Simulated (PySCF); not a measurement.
Job file and geometry (Å, from GFN2-xTB) of an NMR shielding run on `InChI=1S/CH15NOSi5/c1-3-7-8(4,5)6-2/h2,6-7H2,1,4-5H3`, PySCF 2.14.0, density-fitted response routines, GIAO PBE0/pcSseg-1 NMR shielding, non-relativistic, gas phase; density fitting, a coarse starting grid and PySCF grid level 2 are the driver's defaults:

```
$ OMP_NUM_THREADS=1 python probes_run.py task.json out

{"job": {"kind": "nmr", "xc": "PBE0", "basis": "pcSseg-1"}, "charge": 0, "multiplicity": 1}
C      3.246892     1.810220     0.277598
O      2.084351     1.059333     0.141044
Si     1.888112    -0.332650    -0.684241
Si    -0.341818    -0.574547    -0.107327
Si    -0.529768    -0.805332     2.228106
Si    -1.189855    -2.494281    -1.143029
Si    -1.572634     1.316735    -0.753227
N     -3.212429     0.838657    -0.484371
H      3.591614     2.172767    -0.693916
H      3.030212     2.662928     0.921921
H      4.043964     1.213678     0.727749
H      2.291510    -0.135267    -2.087270
H      2.858484    -1.329534    -0.198862
H     -1.904163    -1.120917     2.648484
H     -0.177450     0.408204     2.974062
H      0.301817    -1.873122     2.795521
H     -2.565406    -2.777058    -0.730517
H     -1.218519    -2.421974    -2.606766
H     -0.430738    -3.711457    -0.832043
H     -1.208228     2.568133    -0.057047
H     -1.564713     1.655347    -2.182118
H     -3.470786     0.472278     0.417028
H     -3.955202     1.424846    -0.829006
```

Problem. Write the output of this run.

Solution. 
```
coarse grid: 20656 points
cycle   1  E = -1623.5679166691  dE =  3.084e-01  |g| = 7.586e-01  |ddm| = 4.233e+00
cycle   2  E = -1623.3929721461  dE =  1.749e-01  |g| = 1.211e+00  |ddm| = 2.095e+00
cycle   3  E = -1623.6764592285  dE = -2.835e-01  |g| = 9.426e-02  |ddm| = 1.521e+00
cycle   4  E = -1623.6775782366  dE = -1.119e-03  |g| = 5.286e-02  |ddm| = 1.270e-01
cycle   5  E = -1623.6781387700  dE = -5.605e-04  |g| = 1.080e-02  |ddm| = 6.057e-02
cycle   6  E = -1623.6781622493  dE = -2.348e-05  |g| = 1.500e-03  |ddm| = 1.299e-02
cycle   7  E = -1623.6781629871  dE = -7.378e-07  |g| = 5.157e-04  |ddm| = 3.606e-03
final grid: 173624 points
cycle   8  E = -1623.7280189704  dE = -2.051e-05  |g| = 9.929e-03  |ddm| = 2.150e-02
cycle   9  E = -1623.7280001660  dE =  1.880e-05  |g| = 1.417e-02  |ddm| = 1.730e-02
cycle  10  E = -1623.7280364214  dE = -3.626e-05  |g| = 1.188e-03  |ddm| = 1.153e-02
cycle  11  E = -1623.7280367332  dE = -3.119e-07  |g| = 2.359e-04  |ddm| = 1.623e-03
cycle  12  E = -1623.7280367447  dE = -1.145e-08  |g| = 7.461e-05  |ddm| = 2.940e-04
cycle  13  E = -1623.7280367457  dE = -1.050e-09  |g| = 2.462e-05  |ddm| = 9.641e-05
cycle  14  E = -1623.7280367459  dE = -1.337e-10  |g| = 3.773e-06  |ddm| = 2.846e-05
converged SCF energy = -1623.7280367459

GIAO shielding tensors (ppm)
atom      isotropic    diamagn.    paramagn.     s11        s22        s33       span
  0 C      130.332     238.309    -107.977    101.782    102.253    186.961     85.179
  1 O      336.902     406.624     -69.722    282.092    356.216    372.398     90.306
  2 Si     361.562     882.473    -520.911    288.051    332.985    463.649    175.598
  3 Si     499.949     885.514    -385.565    467.965    503.954    527.928     59.963
  4 Si     458.118     881.625    -423.507    438.790    449.329    486.236     47.446
  5 Si     464.656     880.891    -416.236    446.491    461.448    486.028     39.536
  6 Si     390.047     880.421    -490.374    344.074    371.932    454.134    110.060
  7 N      263.164     317.265     -54.101    225.880    257.401    306.212     80.331
  8 H       28.232      27.064       1.168     24.002     25.443     35.249     11.247
  9 H       27.785      28.106      -0.321     23.024     25.538     34.791     11.767
 10 H       28.246      26.959       1.287     24.075     25.460     35.202     11.127
 11 H       26.363      31.030      -4.667     23.161     24.990     30.939      7.778
 12 H       26.409      31.132      -4.723     23.379     24.980     30.869      7.491
 13 H       28.009      30.533      -2.524     24.249     26.132     33.646      9.396
 14 H       27.893      30.538      -2.645     24.227     25.802     33.651      9.425
 15 H       27.941      30.193      -2.252     24.306     25.474     34.043      9.738
 16 H       28.173      29.779      -1.606     24.397     26.349     33.775      9.377
 17 H       28.183      29.679      -1.496     24.451     25.774     34.325      9.874
 18 H       28.331      29.784      -1.453     24.570     26.083     34.340      9.770
 19 H       26.262      30.886      -4.624     21.886     25.475     31.424      9.538
 20 H       26.570      30.566      -3.996     23.363     25.237     31.109      7.746
 21 H       32.112      33.110      -0.997     23.779     30.951     41.607     17.828
 22 H       31.650      28.768       2.882     23.171     26.738     45.040     21.869
```

Problem. Turn these shieldings into chemical shifts. Chemical shifts δ = σref − σ; TMS for $^{13}$C (186.93 ppm), $^{29}$Si (349.16 ppm), $^{1}$H (31.72 ppm); $^{17}$O (336.08 ppm) against H2O; NH3 for $^{15}$N (267.73 ppm), all at this level.

Solution. Averaging equivalent atoms: C 0: 56.6; O 1: -0.8; Si 2: -12.4; Si 6: -40.9; Si 4/5: -112.2; Si 3: -150.8; N 7: 4.6; H 11/12: 5.33; H 19/20: 5.30; H 8/9/10: 3.63; H 13/14/15/16/17/18: 3.63; H 21/22: -0.16 ppm. Experimental scales use liquid or dissolved standards, which lie at an offset from isolated NH3 (liquid NH3: subtract about 20 ppm) and H2O (liquid H2O: subtract about 36 ppm).

Size and cost of the density-fitted run: 246 basis functions, 120 s wall time on 1 thread of an Arm Neoverse N1, shared host; peak memory 1.2 GiB.
